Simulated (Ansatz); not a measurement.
Calculated with Ansatz (gas phase, PBE0-D4/def2-TZVP geometries, no zero-point term in ΔE). CCSD(T)/CBS adds triple-zeta CCSD(T) − MP2 to the extrapolated MP2 energy (def2 sets, frozen cores). This one scheme is used for every species. Functionals use def2-TZVPP. B3LYP here is the variant with VWN-RPA as its local correlation; programs differ in this. For Se outer-core shells are correlated without core-valence functions, which leaves a few kJ/mol of doubt a bond. Scalar relativity is left out up to krypton. One conformer a species, not always the lowest.

Consider the ligand exchange at a B–O bond: `COB(O)O` + `CC[SeH]` → `CC[Se]B(O)O` + CH₃OH.

(1) Is it downhill or uphill in electronic energy at CCSD(T)/CBS, and by how much? (Best estimate.)

(2) What do these levels give: r2SCAN-D4, B3LYP-D4, ωB97M-V, B2PLYP, r2SCAN, PBE0, HF/def2-TZVPP, SCS-MP2/def2-TZVPP, HF/def2-QZVPP, MP2/def2-QZVPP, SCS-MP2/def2-QZVPP, MP2/CBS(def2)? (An estimate is asked.)

Largest T1 diagnostic among the species: 0.012.

Answers

(1) The calculation gave: Uphill: ΔE = +0.71 eV.

(2) Ansatz gave: r2SCAN-D4 0.73, B3LYP-D4 0.77, ωB97M-V 0.77, B2PLYP 0.79, r2SCAN 0.74, PBE0 0.72, HF/def2-TZVPP 0.98, SCS-MP2/def2-TZVPP 0.74, HF/def2-QZVPP 0.99, MP2/def2-QZVPP 0.66, SCS-MP2/def2-QZVPP 0.73, MP2/CBS(def2) 0.65 eV.

In def2-TZVPP, CCSD(T) changes the Hartree–Fock value by −0.24 eV (the triples alone add −0.04 eV) and MP2 by −0.31 eV. The D4 term adds −0.06 eV with B3LYP and −0.03 eV with PBE0; it sums over pairs of atoms, weighted by their polarisabilities, and B3LYP, whose exchange is more repulsive, gets the larger term. From PBE to PBE0 (25 % exact exchange), in def2-TZVPP and without D4, ΔE moves by +0.05 eV.
